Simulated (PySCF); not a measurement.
C₅H₇B₂Cl₂N.
Bonds: Cl1–B2, B2–Cl3, B2–B4, B4–N5, N5–C6 (aromatic), C6–C7 (aromatic), C7–C8 (aromatic), C8–C9 (aromatic), C9–C10 (aromatic), N5–C10 (aromatic). Hydrogens: H11, H12 on B4; H13 on C6; H14 on C7; H15 on C8; H16 on C9; H17 on C10.

Torsions of this conformer, `[Cl:1][B:2]([Cl:3])[BH2-:4][n+:5]1[cH:6][cH:7][cH:8][cH:9][cH:10]1`: Cl1–B2–B4–N5 174°, B2–B4–N5–C6 -99°.

The closed-shell ground state was solved at several levels (PySCF, density fitting, gas phase, non-relativistic). Isolated species at its PBE0-D3(BJ)/def2-SVP geometry (one conformer only).

```json
{"level": "PBE0/pcSseg-1", "basis functions": "219", "HOMO (eV)": "-7.06", "LUMO (eV)": "-2.22", "gap (eV)": "4.84", "dipole (D)": "7.47"}
{"level": "wB97X-D/def2-SVPD", "basis functions": "270", "HOMO (eV)": "-8.85", "LUMO (eV)": "-0.53", "gap (eV)": "8.32", "dipole (D)": "7.60"}
```

Q: Estimate the row for KT2/pcSseg-1, a basis of 219 functions; the other rows only guide the guess.

A: HOMO -5.97 eV, LUMO -3.00 eV, gap 2.97 eV, dipole 7.07 D.

Q: Over all these levels, which gives the widest orbital gap and which the narrowest?

A: wB97X-D/def2-SVPD (range-separated hybrid) has the widest, 8.32 eV, and KT2/pcSseg-1 (GGA) the narrowest, 2.97 eV. Functional and basis both differ between the two, so the spread mixes both effects.

Q: How far do the dipole and the HOMO energy spread over the levels?

A: The dipole runs from 7.07 to 7.60 D (mean 7.38 D) and the HOMO from -8.85 to -5.97 eV.
